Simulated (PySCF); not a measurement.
C2H4AlBr, SMILES C=[CH][AlH][Br]. Atoms are numbered in the order given.

```xyz
8

Al    -0.6412     0.6426     0.0000
H     -2.2006     0.8782     0.0000
Br     0.1284    -1.4916     0.0000
C      0.6070     2.1256     0.0000
C      0.1397     3.3908     0.0000
H      1.6976     1.9921     0.0000
H      0.7987     4.2687     0.0000
H     -0.9351     3.6153     0.0000
```
Charge 0, spin multiplicity 1.

Coordinates come from a TPSSh-D3(BJ)/def2-SVP optimisation. The structure was generated by enumeration; whether it is a known compound was not checked. One conformer was computed; it need not be the lowest.

Two levels are set side by side: PBE/pcSseg-1 (PySCF) and PBE0/pcSseg-1 (PySCF). GIAO shifts against TMS (¹H), TMS (¹³C) at the same level; non-relativistic, no solvent, atoms listed together averaged. Without spin–orbit terms, shifts of atoms bonded to Cl or Br come out too high at both levels. Differences are taken from unrounded values.

```json
[
 {"quantity": "δ(¹H) of H2 (ppm)", "PBE0": "5.38"},
 {"quantity": "δ(¹³C) of C4 (ppm)", "PBE0": "154.7"},
 {"quantity": "δ(¹³C) of C5 (ppm)", "PBE0": "159.4"},
 {"quantity": "δ(¹H) of H6 (ppm)", "PBE0": "7.03"}
]
```

Problem. What does PBE give, and how far is it from PBE0? (An estimate is asked for; the answer gives what the named calculation found.)

Solution. 
| quantity | PBE | PBE minus PBE0 |
|---|---|---|
| δ(¹H) of H2 (ppm) | 5.55 | 0.17 |
| δ(¹³C) of C4 (ppm) | 154.7 | 0.0 |
| δ(¹³C) of C5 (ppm) | 156.6 | -2.8 |
| δ(¹H) of H6 (ppm) | 7.02 | -0.01 |

Rough cost on one machine, each run with all the roots and properties that it gave: PBE0 against PBE within a factor of 2.
